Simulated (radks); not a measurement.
Spin polarisation of the 3p1 shell in neutral aluminium. Start: [Ne] 3s2 3p(up 0.5, down 0.5); electrons of 3p are moved from spin down to spin up, other shells keep equal spins. All-electron calculation, scalar-relativistic Kohn-Sham, BLYP, spin-polarised, spherical densities, point nucleus. Program: a radial shooting solver on a logarithmic mesh with Libxc functionals.

moment (Bohr magnetons)	E - E(0) (eV)	e(3p up) (eV)	e(3p down) (eV)	3s down minus up (eV)	2p down minus up (eV)	2s down minus up (eV)
0	0.000	-2.563	-2.563	0.000	0.000	0.000
0.25	-0.009	-2.628	-2.490	0.156	0.018	0.014
0.5	-0.034	-2.684	-2.408	0.310	0.036	0.028
0.75	-0.077	-2.730	-2.319	0.461	0.054	0.041
1	-0.137	-2.767	-2.220	0.610	0.071	0.054

At moment 1 the spin-polarisation energy is -0.137 eV and the 3p exchange splitting 0.547 eV, that is 0.547 eV per Bohr magneton; E = -I m^2/4 would give I = 0.549 eV.
